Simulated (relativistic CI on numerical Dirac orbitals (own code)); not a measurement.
## One change at a time: In5+

Base calculation: Dirac-Coulomb-Breit CI, separate exchange-only KLI orbitals for each configuration, a model potential for QED, valence Slater integrals scaled by 0.85, P86 correlation energy added to each configuration.

Configurations in the expansion (outside the closed core [Ar] 3d10): 4s2 4p6 4d8, 4s2 4p6 4d7 5s, 4s2 4p6 4d7 4f, 4s2 4p6 4d7 5p, 4s2 4p5 4d9, 4s2 4p6 4d7 5d, 4s2 4p6 4d7 6s, 4s2 4p6 4d7 6p, 4s2 4p6 4d7 5f, 4s2 4p6 4d7 6d, 4s2 4p6 4d6 5s 5p, 4s 4p6 4d9, 4s2 4p6 4d7 7s, 4s2 4p6 4d7 5g, 4s2 4p6 4d7 7p, 4s2 4p5 4d8 4f, 4s2 4p6 4d7 6f, 4s2 4p6 4d6 4f 5s, 4s2 4p5 4d8 5s, 4s2 4p6 4d6 5p 5d, 4s 4p6 4d8 4f, 4p6 4d10, 4s2 4p6 4d6 5s2, 4s2 4p6 4d5 4f 5s2, 4s2 4p6 4d5 5s2 5p, 4s2 4p6 4d5 5s2 5d, 4s2 4p6 4d5 5s2 6s. Double excitations out of closed p, d and f shells are left out; levels of such configurations are missing from the list, as are those of other unlisted configurations, and high levels can miss mixing partners. These lack a partner that the ground configuration has and come out too high: 4s2 4p5 4d8 4f, 4s2 4p5 4d8 5s.

The lowest level and the first level of each name with at least 55 % of one term (blank where a level has no safe partner in the second run):

```tsv
Level	Base (cm⁻¹)	Shift (cm⁻¹)
4s2 4p6 4d8 3F_4	0.0	0.0
4s2 4p6 4d8 3F_3	6360.1	+0.2
4s2 4p6 4d8 3F_2	8259.3	+0.1
4s2 4p6 4d8 3P_1	22165.0	+0.8
4s2 4p6 4d8 3P_0	22188.1	+0.8
4s2 4p6 4d8 1G_4	25795.9	-0.1
4s2 4p6 4d8 1S_0	60819.2	+1.8
4s2 4p6 4d7 5s 5F_5	215618.1	-824.8
4s2 4p6 4d7 5s 5F_4	219615.0	-824.5
4s2 4p6 4d7 5s 5F_3	222797.5	-824.6
4s2 4p6 4d7 5s 5F_2	224715.7	-824.6
4s2 4p6 4d7 5s 5F_1	225862.7	-824.6
4s2 4p6 4d7 5s 3F_4	228202.6	-820.3
4s2 4p6 4d7 5s 3F_3	233156.9	-820.5
4s2 4p6 4d7 5s 5P_2	233870.9	-821.4
4s2 4p6 4d7 5s 5P_3	234745.6	-820.9
4s2 4p6 4d7 5s 3F_2	236409.3	-820.1
4s2 4p6 4d7 5s 5P_1	236817.5	-821.2
4s2 4p6 4d7 5s 3G_5	238342.7	-823.8
4s2 4p6 4d7 5s 3G_4	239993.7	-823.2
4s2 4p6 4d7 5s 3P_2	243376.5	-821.6
4s2 4p6 4d7 5s 3G_3	243616.3	-823.8
```

At this charge configurations can still be misplaced by up to about 7 % of their energy. 36 of the 69 excited levels that our extract of the measured tables holds in this range could be paired (the sources list more); they are missed by 11214 cm⁻¹ on average and 15672 at most, and levels without a partner can miss by more. Some levels of the ground configuration have no partner and can miss by 10 % or more.

(1) One thing was changed in a second run, which moved the levels as shown. Which?
A. only the first 3 configurations
B. configuration mixing switched off
C. self-excluded LDA correlation estimate
D. QED terms removed
E. Breit term removed
F. valence Slater integrals scaled by 0.75
G. one mean potential for all configurations

## Answers

(1) C. Self-excluded LDA correlation estimate. A correlation estimate moves all levels of a configuration together before mixing; mixed levels move by a weighted share.

LS names give the leading component of a level, which can be under half, so a name can repeat, a term be missing and a line seem to break the LS rules.
